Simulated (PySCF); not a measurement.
Yb⁶⁰⁺ (ytterbium, charge +60): Hartree-Fock from Schrödinger to Dirac-Coulomb-Breit

Occupied: 1s1/2, 2s1/2, 2p1/2, 2p3/2. Hartree-Fock calculated with PySCF 2.14 in an uncontracted even-tempered set (16 s from 14 bohr⁻², ratio 2.7; 13 p from 16 bohr⁻², ratio 2.7), Gaussian nucleus throughout. NR is non-relativistic, sf-X2C the spin-free one-electron X2C Hamiltonian, X2C adds the bare one-electron spin-orbit term, X2C-SNSO screens it by Boettger's factors, DC is four-component Dirac-Coulomb, and the Gaunt and Breit terms are added at first order (total energies over the DC spinors, levels after relaxing the spinors in that mean field). QED terms are absent. Levels marked empty are virtual spinors of this ion.

| level (eV) | NR | sf-X2C | X2C | X2C-SNSO |
| --- | --- | --- | --- | --- |
| 1s1/2 | -62214.7 | -66740.0 | -66727.8 | -66728.5 |
| 2s1/2 | -14031.9 | -15330.7 | -15327.6 | -15327.8 |
| 2p1/2 | -13670.8 | -14118.5 | -14916.9 | -14890.4 |
| 2p3/2 | -13670.8 | -14118.5 | -13792.0 | -13800.9 |
| 3s1/2 (empty) | -5819.8 | -6234.8 | -6234.3 | -6234.3 |
| 3p1/2 (empty) | -5704.1 | -5886.1 | -6099.1 | -6092.1 |
| 3p3/2 (empty) | -5704.1 | -5886.1 | -5797.8 | -5800.2 |

Q: Where do the four-component calculations put these levels?

A: 1s1/2: DC -66801.2, DC+Gaunt -66605.0, DC+Breit -66617.9; 2s1/2: DC -15337.9, DC+Gaunt -15316.7, DC+Breit -15318.1; 2p1/2: DC -14897.3, DC+Gaunt -14859.9, DC+Breit -14863.7; 2p3/2: DC -13807.9, DC+Gaunt -13782.8, DC+Breit -13786.6; 3s1/2 (empty): DC -6236.7, DC+Gaunt -6231.0, DC+Breit -6231.7; 3p1/2 (empty): DC -6093.9, DC+Gaunt -6084.2, DC+Breit -6085.5; 3p3/2 (empty): DC -5801.7, DC+Gaunt -5795.2, DC+Breit -5796.6 (eV).

| Hamiltonian | E (hartree) | E − E(DC) (hartree) | CPU seconds |
| --- | --- | --- | --- |
| NR | -9200.9961 | 591.3329 | 0.29 |
| sf-X2C | -9777.4659 | 14.8630 | 0.21 |
| X2C | -9788.6624 | 3.6665 | 0.21 |
| X2C-SNSO | -9787.9893 | 4.3397 | 0.21 |
| DC | -9792.3289 | 0.0000 | 16 |
| DC+Gaunt | -9780.4867 | 11.8423 | 24 |
| DC+Breit | -9781.5145 | 10.8145 | 75 |

Weight of the small component: 1s1/2 0.0691, 2s1/2 0.0160, 2p1/2 0.0159, 2p3/2 0.0147, 3s1/2 0.00636, 3p1/2 0.00627, 3p3/2 0.00595.

Koopmans' value for the highest occupied level at DC+Breit: 13786.6 eV, against an ionisation energy of 13784 ± 10 eV (theoretical estimate listed by NIST; NIST Atomic Spectra Database, ionization energies); the former lacks relaxation, correlation, QED and recoil.

The whole ladder took 120 s of wall time on 1 thread of Intel(R) Xeon(R) Platinum 8259CL CPU @ 2.50GHz (shared host), launched as `OMP_NUM_THREADS=1 python relrun2.py TASK.json OUT` (a driver that calls PySCF for each Hamiltonian).

Dirac-Coulomb iterations, started from the X2C spinors:

```
with_ssss True, with_gaunt False, with_breit False
light speed = 137.03599967994
init E= -9728.84670023852
cycle= 1 E= -9792.3273550376  delta_E= -63.5  |g|= 2.73  |ddm|= 0.127
cycle= 2 E= -9792.32894165778  delta_E= -0.00159  |g|= 0.0326  |ddm|= 0.00406
cycle= 3 E= -9792.32894293457  delta_E= -1.28e-06  |g|= 0.000904  |ddm|= 0.00016
cycle= 4 E= -9792.32894293561  delta_E= -1.05e-09  |g|= 4.58e-06  |ddm|= 3.91e-06
```
